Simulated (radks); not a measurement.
Isoelectronic series with 39 electrons, all held in the configuration [Kr] 4d1 5s2, which need not be the ground one along the series. All-electron calculation, scalar-relativistic Kohn-Sham, r2SCAN, spin-polarised, spherical densities, finite nucleus; open shells are filled with parallel spins first (spin-orbit coupling, left out, can overturn this in heavy ions); meta-GGA in the generalised Kohn-Sham scheme; Fermi nuclear charge, rms radius of each element as measured or else 0.836 A^(1/3) + 0.57 fm. Program: a radial shooting solver on a logarithmic mesh with Libxc functionals. Total energies (hartree) and orbital eigenvalues (hartree):

| ion | E (hartree) | 5s down | 5s up | 4d up |
|---|---|---|---|---|
| Zr+ | -3598.76202 | -0.40004 | -0.41609 | -0.45494 |
| Nb2+ | -3819.11944 | -0.72278 | -0.73833 | -0.92036 |
| Mo3+ | -4046.76894 | -1.10300 | -1.11828 | -1.47553 |
| Tc4+ | -4281.72876 | -1.53616 | -1.55139 | -2.11189 |
| Ru5+ | -4524.01680 | -2.01967 | -2.03500 | -2.82472 |
| Rh6+ | -4773.66270 | -2.55186 | -2.56742 | -3.61103 |
| Pd7+ | -5030.69322 | -3.13161 | -3.14748 | -4.46878 |
| Ag8+ | -5295.14209 | -3.75811 | -3.77436 | -5.39647 |
| Cd9+ | -5567.04022 | -4.43079 | -4.44747 | -6.39298 |
| In10+ | -5846.42915 | -5.14922 | -5.16638 | -7.45746 |
| Sn11+ | -6133.34285 | -5.91310 | -5.93077 | -8.58920 |
| Sb12+ | -6427.82363 | -6.72221 | -6.74043 | -9.78768 |
| Te13+ | -6729.91040 | -7.57643 | -7.59521 | -11.05244 |
| I14+ | -7039.65411 | -8.47566 | -8.49503 | -12.38312 |
| Xe15+ | -7357.09375 | -9.41988 | -9.43984 | -13.77943 |
| Cs16+ | -7682.2811 | -10.40908 | -10.42965 | -15.24112 |
| Ba17+ | -8015.2620 | -11.44330 | -11.46450 | -16.76798 |
| La18+ | -8356.0915 | -12.52262 | -12.54446 | -18.35985 |
| Ce19+ | -8704.8200 | -13.64713 | -13.66962 | -20.01659 |
| Pr20+ | -9061.5046 | -14.81696 | -14.84010 | -21.73810 |
| Nd21+ | -9426.1999 | -16.03224 | -16.05604 | -23.52427 |
| Pm22+ | -9798.9598 | -17.29314 | -17.31760 | -25.37504 |
| Sm23+ | -10179.8333 | -18.59981 | -18.62494 | -27.29035 |
